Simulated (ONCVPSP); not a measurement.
**Transferability test, ONCV potential for ruthenium**

```json
{"Element": "ruthenium", "Generator": "ONCVPSP 4.0.1", "Type": "optimised norm-conserving Vanderbilt (ONCV)", "Functional": "PBE", "Relativity": "non-relativistic", "Frozen core": "[Ar] 3d10", "Valence charge": "16", "Reference configuration": "4s2 4p6 4d5 (charge +3)", "Partial waves": "4s: rc 1.25 bohr, ncon 4, nbas 8, qcut 6.8 1/bohr, 2 projectors, debl 3.7 Ha; 4p: rc 1.50 bohr, ncon 3, nbas 8, qcut 9.5 1/bohr, 2 projectors, debl 2.5 Ha; 4d: rc 1.65 bohr, ncon 4, nbas 9, qcut 8.2 1/bohr, 1 projector", "Local potential": "polynomial inside 1.10 bohr (lpopt 5, dvloc0 -1 Ha)", "Core correction": "none"}
```

In the s channel the program set the typed energies aside and used -3.903, 0.250 Ha. In the p channel the program set the typed energies aside and used -2.926, 0.250 Ha.

Energies are relative to the spin-unpolarised reference configuration 4s2 4p6 4d5; without spin polarisation the order of configurations can differ from experiment.

```csv
valence configuration,charge,ΔE all-electron (eV),error AE − PS (meV)
4s2 4p6 4d7 5s1,0,-56.294,+8.3
4s2 4p6 4d6,+2,-31.016,+3.6
```

Task: What are ΔE and the potential's error for 4s2 4p6 4d4?

Result: ΔE = 45.031 eV all-electron; the error (AE − PS) is +8.1 meV.

Task: What are ΔE and the potential's error for 4s2 4p6 4d7?

Result: ΔE = -49.456 eV all-electron; the error (AE − PS) is +8.5 meV.

Levels in the configuration 4s2 4p6 4d4:

```csv
level,all-electron (eV),pseudo (eV)
4s,-122.231,-122.203
4p,-95.354,-95.336
4d,-52.453,-52.434
```
